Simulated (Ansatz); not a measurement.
```yaml
atoms:
  - { symbol: Li, position_ang: [0.0000, 0.0000, -0.4314] }
  - { symbol: H, position_ang: [0.0000, 0.0000, 1.2942] }
```

Basis set: cc-pVTZ (spherical functions). All electrons are correlated. Charge 0, multiplicity 1.

Computed with Ansatz (development build ahead of 0.2.0); each method stands on the lowest determinant of its kind that the runs found. Restricted open shells among the atoms or ions are ROHF, correlated in semicanonical orbitals with singles.

The atomization energy at this shape (free ground-state atoms in the same class of orbitals less the molecule, no zero-point energy) of singlet LiH:

| method | atomization energy |
| --- | --- |
| RHF | 138.3 kJ/mol |

(1) What does RHF-MP2 give?

## Answers

(1) 211.0 kJ/mol.
